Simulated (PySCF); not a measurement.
**Tc⁺: excitation energy**

Tc⁺ [Kr] 4d5 5s1 (7S) → Tc⁺ [Kr] 4d4 5s1 5p1 (high-spin determinant), as a difference of total energies. Computed with PySCF 2.14 in def2-TZVPPD with the def2 core potential (28 electrons) (6s4p3d2f1g, 56 functions), with a scalar-relativistic core potential. Correlated levels: valence and next inner shell: nothing frozen outside the core potential. The calculations carry no spin-orbit coupling.

| method | excitation energy (eV) |
| --- | --- |
| UHF | 8.274 |
| MP2 (valence and next inner shell) | 8.955 |
| SCS-MP2 (valence and next inner shell) | 8.682 |
| CCSD (valence and next inner shell) | 8.766 |
| CCSD(T) (valence and next inner shell) | 8.789 |

Q: How much does correlation contribute at CCSD(T) (valence and next inner shell)?

A: 8.789 − (8.274) = 0.515 eV, measured against UHF.

The determinant of the upper state mixes LS terms, which raises its energy above the lowest term, most at the Hartree-Fock and MP2 levels.
